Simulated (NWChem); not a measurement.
System: CH₇NSi₂; SMILES C1N[SiH2][SiH2]1

Here is an NWChem input.

```
start job
memory heap 200 mb stack 900 mb global 1100 mb
geometry units angstroms noautosym nocenter noautoz
  C      1.317260     0.679938     0.000000
  N      1.115934    -0.767561     0.000000
  Si    -0.584759    -1.150838     0.000000
  Si    -0.545864     1.184305     0.000000
  H      1.857833     1.052004     0.891398
  H      1.857833     1.052004    -0.891398
  H      1.929998    -1.372190     0.000000
  H     -1.091594    -1.898874    -1.198692
  H     -1.091594    -1.898874     1.198692
  H     -0.990344     1.935805    -1.214014
  H     -0.990344     1.935805     1.214014
end
basis spherical
  C library 6-31g*
  N library 6-31g*
  Si library 6-31g*
  H library 6-31g*
end
dft
  xc b3lyp
  iterations 150
end
property
  shielding 8 1 2 3 4 5 7 8 10
  efieldgrad
end
task dft property
```

Output (shortened):

```
             Northwest Computational Chemistry Package (NWChem) 7.3.0
             --------------------------------------------------------

                             Geometry "geometry" -> ""
                             -------------------------

 Output coordinates in angstroms (scale by  1.889725989 to convert to a.u.)

  No.       Tag          Charge          X              Y              Z
 ---- ---------------- ---------- -------------- -------------- --------------
    1 C                    6.0000     1.31726000     0.67993800     0.00000000
    2 N                    7.0000     1.11593400    -0.76756100     0.00000000
    3 Si                  14.0000    -0.58475900    -1.15083800     0.00000000
    4 Si                  14.0000    -0.54586400     1.18430500     0.00000000
    5 H                    1.0000     1.85783300     1.05200400     0.89139800
    6 H                    1.0000     1.85783300     1.05200400    -0.89139800
    7 H                    1.0000     1.92999800    -1.37219000     0.00000000
    8 H                    1.0000    -1.09159400    -1.89887400    -1.19869200
    9 H                    1.0000    -1.09159400    -1.89887400     1.19869200
   10 H                    1.0000    -0.99034400     1.93580500    -1.21401400
   11 H                    1.0000    -0.99034400     1.93580500     1.21401400

 Effective nuclear repulsion energy (a.u.)     219.4918512533

                              NWChem Property Module
                              ----------------------

  itol2e modified to match energy
  convergence criterion.

                                 NWChem DFT Module
                                 -----------------

 Summary of "ao basis" -> "ao basis" (spherical)
 ------------------------------------------------------------------------------
       Tag                 Description            Shells   Functions and Types
 ---------------- ------------------------------  ------  ---------------------
 C                           6-31g*                  6       14   3s2p1d
 N                           6-31g*                  6       14   3s2p1d
 Si                          6-31g*                  8       18   4s3p1d
 H                           6-31g*                  2        2   2s

  itol2e modified to match energy
  convergence criterion.

[...]

          -----------------------------------------
          Chemical Shielding Tensors (GIAO, in ppm)
          -----------------------------------------

                                NWChem CPHF Module
                                ------------------

  scftype          =     RHF
  nclosed          =       24
  nopen            =        0
  variables        =     1296
  # of vectors     =        3
  tolerance        = 0.10D-03
  level shift      = 0.00D+00
  max iterations   =       50
  max subspace     =       30

 SCF residual:    8.6962228919497519E-005

Iterative solution of linear equations
  No. of variables     1296
  No. of equations        3
  Maximum subspace       30
        Iterations       50
       Convergence  1.0D-04

   iter   nsub   residual    time
   ----  ------  --------  ---------
     1      3    5.63D-01      70.7
     2      6    1.62D-02      79.0
     3      9    8.83D-04      86.9
     4     12    3.38D-05      94.9

      Atom:    1  C
        Diamagnetic
    247.9311     -0.0024     -0.0000
     -0.0024    252.8751      0.0000
     -0.0000      0.0000    237.0841

        Paramagnetic
   -111.2049      1.7879      0.0000
      1.7879    -61.4170      0.0000
      0.0000      0.0000   -110.1662

        Total Shielding Tensor
    136.7262      1.7855      0.0000
      1.7855    191.4581      0.0000
      0.0000      0.0000    126.9179

           isotropic =     151.7007
          anisotropy =      59.7233

          Principal Components and Axis System
                 1           2           3
              191.5163    136.6680    126.9179

      1         0.0326      0.9995     -0.0000
      2         0.9995     -0.0326     -0.0000
      3         0.0000      0.0000      1.0000

      Atom:    2  N
        Diamagnetic
    331.3728      4.1447      0.0000
      4.1447    330.5236     -0.0000
      0.0000     -0.0000    297.4074

        Paramagnetic
    -66.1266    -44.7585     -0.0000
    -44.7585    -67.8908      0.0000
     -0.0000      0.0000   -109.1719

        Total Shielding Tensor
    265.2462    -40.6138     -0.0000
    -40.6138    262.6327      0.0000
     -0.0000      0.0000    188.2355

           isotropic =     238.7048
          anisotropy =      98.8042

          Principal Components and Axis System
                 1           2           3
              304.5743    223.3047    188.2355

      1         0.7184      0.6956     -0.0000
      2        -0.6956      0.7184     -0.0000
      3        -0.0000      0.0000      1.0000

      Atom:    3  Si
        Diamagnetic
    883.4771      0.6360     -0.0000
      0.6360    884.6372     -0.0000
     -0.0000     -0.0000    877.6892

        Paramagnetic
   -383.5049    -22.1474      0.0000
    -22.1474   -485.1170     -0.0000
      0.0000     -0.0000   -527.7396

        Total Shielding Tensor
    499.9722    -21.5114      0.0000
    -21.5114    399.5202     -0.0000
      0.0000     -0.0000    349.9496

           isotropic =     416.4807
          anisotropy =     131.8564

          Principal Components and Axis System
                 1           2           3
              504.3849    395.1075    349.9496

      1         0.9796      0.2010     -0.0000
      2        -0.2010      0.9796      0.0000
      3         0.0000     -0.0000      1.0000

      Atom:    4  Si
        Diamagnetic
    882.4978     -0.8919     -0.0000
     -0.8919    885.3697      0.0000
     -0.0000      0.0000    879.0334

        Paramagnetic
   -403.9601     26.9912      0.0000
     26.9912   -466.2815      0.0000
      0.0000      0.0000   -483.3246

[...]
```

Level: B3LYP/6-31G* (spherical d), GIAO. All runs use the structure optimised with PBE0/def2-SVP. NWChem prints the field gradient with the sign opposite to the second derivative of the potential. The output numbers the shielded atoms by their place in the input's list. The printed shielding anisotropy is the first printed principal value minus the mean of the other two.
